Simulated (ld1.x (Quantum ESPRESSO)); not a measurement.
cobalt: one change to a TM potential, before and after

cobalt (Co), norm-conserving Troullier–Martins (Kleinman–Bylander form), made with ld1.x (Quantum ESPRESSO) 7.5 (PBE, non-relativistic). Core [Ar], reference 3d7 4s2 4p0. Waves: 4s (bound): rc 2.05 bohr; 4p (bound, empty): rc 0.90 bohr; 3d (bound): rc 1.55 bohr. Local part: the d channel. Core correction: none.

Change: local potential all-electron potential smoothed inside 1.90 bohr (lloc = -1).

Cutoffs: the cutoffs (Ry, on a coarse ladder) from which the occupation-weighted sum of valence levels, in a spherical-Bessel basis at the reference potential, stays within 10 and 1 mRy of its value at 400 Ry; they do not see the model core or the augmentation charge, which bear on the density cutoff. Errors are all-electron minus pseudo energies relative to the spin-unpolarised reference configuration.

What does the change do?

The potential gets neither clearly harder nor softer (110 Ry and 180 Ry → 110 Ry and 180 Ry); the bound ghosts move from p, s to p; the errors of the 6 common tests hardly move; the range in which the s phases agree narrows (upper end 2.2 → 0.7). In the separable form a ghost depends on how the local part lies against the semilocal potential of the channel, so the choice of the local part can create or remove one.

| quantity | base | changed |
| --- | --- | --- |
| cutoff, loose | 110 Ry | 110 Ry |
| cutoff, tight | 180 Ry | 180 Ry |
| loose cutoff by channel (10 mRy a level) | s 6 Ry, d 90 Ry | s 8 Ry, d 90 Ry |
| bound ghosts | s, p | p |
| tests counted (converged, no solver errors) | 6 of 7 | 6 of 7 |
| error for 3d7 4s1 4p0, meV [ΔE 8.88 eV] | +7.6 | +8.5 |
| error for 3d7 4s0 4p0, meV [ΔE 25.42 eV] | +79 | +78 |
| error for 3d6 4s0 4p0, meV [ΔE 61.52 eV] | +107 | +110 |
| error for 3d7.5 4s1.5 4p0, meV [ΔE -1.15 eV] | -35 | -33 |
| error for 3d8 4s0 4p0, meV [ΔE 5.95 eV] | -175 | -177 |
| error for 3d8 4s1 4p0, meV [ΔE -1.54 eV] | -118 | -114 |
| s: phases at 2.25 bohr within 0.05 rad from the reference energy up to (Ry; the scan ends near 5) | 2.2 | 0.7 |
| p: phases at 2.25 bohr within 0.05 rad from the reference energy up to (Ry; the scan ends near 5) | to the end of the scan | to the end of the scan |
| d: phases at 2.25 bohr within 0.05 rad from the reference energy up to (Ry; the scan ends near 5) | 1.3 | 1.3 |

Base: Tests not counted: 3d6 4s2 4p1 (solver errors, printed error -30.5 eV). The 4p radius (0.90 bohr) lies inside the outermost node of the all-electron wave (1.05 bohr), which a nodeless pseudo-wave cannot match soundly. Changed file: Tests not counted: 3d6 4s2 4p1 (solver errors, printed error -3.0 eV). The 4p radius (0.90 bohr) lies inside the outermost node of the all-electron wave (1.05 bohr), which a nodeless pseudo-wave cannot match soundly. A true bound ghost makes a file unfit for plane-wave use even where its test errors are small: the radial tests pick states by their node count and pass the ghost by. Where a test does run into it, the solver fails or the error is huge.
